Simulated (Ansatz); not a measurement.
Computed with CAM-B3LYP-D3(BJ)/def2-TZVP run with Ansatz (a quantum-chemistry and plane-wave program). No frequencies were computed at this level.

Ansatz 0.2 input:
```yaml
crystal:
  periodic: [false, false, false]
  atoms:
    - { symbol: N, position_ang: [2.584761, -0.471482, -0.43507] }
    - { symbol: C, position_ang: [1.487602, -0.163032, -0.543196] }
    - { symbol: Si, position_ang: [-0.275053, 0.40662, -0.712541] }
    - { symbol: N, position_ang: [-1.282514, -0.843049, -0.791303] }
    - { symbol: H, position_ang: [-0.229717, 1.865532, -0.721674] }
    - { symbol: H, position_ang: [-2.285093, -0.794595, -0.88649] }
basis:
  gaussian: { orbitals: def2-tzvp }
hamiltonian:
  xc: cam_b3lyp
  dispersion: d3bj
relax:
  max_steps: 150
```

Output:

```
Functional definition: CAM-B3LYP
839 factors; their error is unknown
252 factors; integrals over basis functions are off by at most 3.4e-6 eV
mean field evaluation 1: about -11914.2244 eV, gradient 7.5e1 eV
mean field evaluation 2: about -11882.9543 eV, gradient 1.3e2 eV
mean field evaluation 4: about -11925.5155 eV, gradient 7.2e0 eV
mean field evaluation 8: about -11925.6208 eV, gradient 2.7e-1 eV
mean field evaluation 16: about -11925.6514 eV, gradient 1.4e-4 eV
mean field -11925.65136633 eV, -438.2596042160 hartree, gradient 3.5e-5 eV, S^2 0.000000; 0 other end points of the search recorded, 0 dependent functions left out
reference -11925.65147861 eV, -438.2596083422 hartree; 18, 18 occupied and 124, 124 virtual orbitals, 839 factors
relax step   1: F+E_penalty+E_count = -11925.75456573 eV  Δ(F+E_penalty+E_count) = +0.000e0 eV  max|allowed force component| = 1.899e0 eV/Å  Δτ_max = 0.0000 Å  (30 SCF iters, accepted)
these checks for a lower state are left out or cut short: starts, cluster_reference, orbital_swaps, neighbouring_geometries, increment
839 factors; their error is unknown
252 factors; integrals over basis functions are off by at most 3.4e-6 eV
mean field -11925.71378767 eV, -438.2618981577 hartree, gradient 2.3e-5 eV, S^2 0.000000; 0 other end points of the search recorded, 0 dependent functions left out
reference -11925.71389962 eV, -438.2619022720 hartree; 18, 18 occupied and 124, 124 virtual orbitals, 839 factors
relax step   2: F+E_penalty+E_count = -11925.81695358 eV  Δ(F+E_penalty+E_count) = -6.239e-2 eV  max|allowed force component| = 9.209e-1 eV/Å  Δτ_max = 0.0489 Å  (34 SCF iters, accepted)
these checks for a lower state are left out or cut short: starts, cluster_reference, orbital_swaps, neighbouring_geometries, increment
839 factors; their error is unknown
252 factors; integrals over basis functions are off by at most 3.5e-6 eV
mean field evaluation 32: about -11925.7385 eV, gradient 2.4e-5 eV
mean field -11925.73846731 eV, -438.2628051177 hartree, gradient 2.4e-5 eV, S^2 0.000000; 0 other end points of the search recorded, 0 dependent functions left out
reference -11925.73857892 eV, -438.2628092194 hartree; 18, 18 occupied and 124, 124 virtual orbitals, 839 factors
relax step   3: F+E_penalty+E_count = -11925.84161381 eV  Δ(F+E_penalty+E_count) = -2.466e-2 eV  max|allowed force component| = 1.194e-1 eV/Å  Δτ_max = 0.0601 Å  (34 SCF iters, accepted)
these checks for a lower state are left out or cut short: starts, cluster_reference, orbital_swaps, neighbouring_geometries, increment
839 factors; their error is unknown
252 factors; integrals over basis functions are off by at most 3.5e-6 eV
mean field -11925.73878010 eV, -438.2628166127 hartree, gradient 2.2e-5 eV, S^2 0.000000; 0 other end points of the search recorded, 0 dependent functions left out
reference -11925.73889173 eV, -438.2628207150 hartree; 18, 18 occupied and 124, 124 virtual orbitals, 839 factors
relax step   4: F+E_penalty+E_count = -11925.84186213 eV  Δ(F+E_penalty+E_count) = -2.483e-4 eV  max|allowed force component| = 4.057e-2 eV/Å  Δτ_max = 0.0077 Å  (34 SCF iters, accepted)
these checks for a lower state are left out or cut short: starts, cluster_reference, orbital_swaps, neighbouring_geometries, increment
839 factors; their error is unknown
252 factors; integrals over basis functions are off by at most 3.5e-6 eV
mean field -11925.73888528 eV, -438.2628204779 hartree, gradient 2.2e-5 eV, S^2 0.000000; 0 other end points of the search recorded, 0 dependent functions left out
reference -11925.73899691 eV, -438.2628245801 hartree; 18, 18 occupied and 124, 124 virtual orbitals, 839 factors
relax step   5: F+E_penalty+E_count = -11925.84196724 eV  Δ(F+E_penalty+E_count) = -1.051e-4 eV  max|allowed force component| = 2.034e-2 eV/Å  Δτ_max = 0.0041 Å  (35 SCF iters, accepted)
these checks for a lower state are left out or cut short: starts, cluster_reference, orbital_swaps, neighbouring_geometries, increment
839 factors; their error is unknown
252 factors; integrals over basis functions are off by at most 3.5e-6 eV
mean field -11925.73897389 eV, -438.2628237341 hartree, gradient 2.2e-5 eV, S^2 0.000000; 0 other end points of the search recorded, 0 dependent functions left out
reference -11925.73908553 eV, -438.2628278368 hartree; 18, 18 occupied and 124, 124 virtual orbitals, 839 factors
relax step   6: F+E_penalty+E_count = -11925.84205835 eV  Δ(F+E_penalty+E_count) = -9.111e-5 eV  max|allowed force component| = 1.585e-2 eV/Å  Δτ_max = 0.0059 Å  (35 SCF iters, accepted)
these checks for a lower state are left out or cut short: starts, cluster_reference, orbital_swaps, neighbouring_geometries, increment
839 factors; their error is unknown
252 factors; integrals over basis functions are off by at most 3.5e-6 eV
mean field -11925.73898473 eV, -438.2628241326 hartree, gradient 2.5e-5 eV, S^2 0.000000; 0 other end points of the search recorded, 0 dependent functions left out
reference -11925.73909637 eV, -438.2628282352 hartree; 18, 18 occupied and 124, 124 virtual orbitals, 839 factors
relax step   7: F+E_penalty+E_count = -11925.84206419 eV  Δ(F+E_penalty+E_count) = -5.841e-6 eV  max|allowed force component| = 1.656e-3 eV/Å  Δτ_max = 0.0018 Å  (26 SCF iters, accepted)
839 factors; their error is unknown
252 factors; integrals over basis functions are off by at most 3.5e-6 eV
mean field evaluation 64: about -11925.0841 eV, gradient 1.5e1 eV
mean field -11925.73898473 eV, -438.2628241326 hartree, gradient 2.6e-5 eV, S^2 0.000000; 1 other end points of the search recorded, 0 dependent functions left out
reference -11925.73909637 eV, -438.2628282352 hartree; 18, 18 occupied and 124, 124 virtual orbitals, 839 factors
Total energy: -11925.84217583 eV, -438.2666163357 hartree
Atom 0 at     2.628547    -0.429725    -0.432635 Å, force    -0.001052    -0.000138    -0.000095 eV/Å
Atom 1 at     1.515055    -0.178314    -0.538868 Å, force     0.000677     0.001044     0.000034 eV/Å
Atom 2 at    -0.232440     0.328094    -0.706738 Å, force     0.000024    -0.001656     0.000038 eV/Å
Atom 3 at    -1.303503    -0.818839    -0.794583 Å, force    -0.000431     0.000677    -0.000017 eV/Å
Atom 4 at    -0.307929     1.796462    -0.728915 Å, force     0.000371     0.000260     0.000030 eV/Å
Atom 5 at    -2.299744    -0.697684    -0.888534 Å, force     0.000410    -0.000187     0.000011 eV/Å
Dipole moment:    -0.533945     0.629443    -0.056190 e Å
```

Cost: about 30 core-seconds (a rough figure).
